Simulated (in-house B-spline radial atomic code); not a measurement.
**Functionals against ionisation energies along an isoelectronic series: Rb to Mo⁵⁺**

Ionisation energies as differences of self-consistent total energies from an all-electron radial atomic-structure program (B-spline basis): all electrons, radial basis limit, scalar-relativistic (one-electron X2C), spin-polarised at highest spin, spherical densities; exact exchange is averaged over the determinants of each configuration. No spin-orbit coupling, Breit or QED terms. NIST's values run from ground level to ground level, so in open shells the differences also hold multiplet and fine-structure energies that spherical high-spin averages miss. Columns give computed minus NIST, in eV; a star marks a semi-empirical value. Species are left out where the tabulated value is theory, is uncertain by more than 0.12 eV, or (13 ions, such as In⁴⁺, Te⁴⁺ and Bi⁴⁺) lies off its series for all methods alike, which flatters the means a little.

```
species  shell  NIST (eV)  PBEsol  B3LYP  TPSSh  CAM-B3LYP
     Rb     5s       4.18   +0.05  +0.16  -0.11      +0.08
    Sr⁺     5s      11.03       ?      ?      ?          ?
   Zr³⁺     4d      34.42   -0.02  +0.07  -0.18      +0.07
   Nb⁴⁺     4d      50.57   -0.08  +0.01  -0.22      0.00
   Mo⁵⁺     4d      68.83   -0.13  -0.05  -0.27      -0.06
```

**Question.** What are the differences for Sr⁺ ([Kr] 5s1)?

**Answer.** PBEsol +0.09; B3LYP +0.25; TPSSh -0.16; CAM-B3LYP +0.18 eV.

**Question.** How do the methods rank, and which species is hardest?

**Answer.** Mean absolute (signed) differences: PBEsol 0.07 (-0.02) eV; CAM-B3LYP 0.08 (+0.06) eV; B3LYP 0.11 (+0.09) eV; TPSSh 0.19 (-0.19) eV. For Sr⁺, which loses a 5s electron, the nearest method is off by +0.09 eV, the largest such miss. The first two are tied within the accuracy of the references.
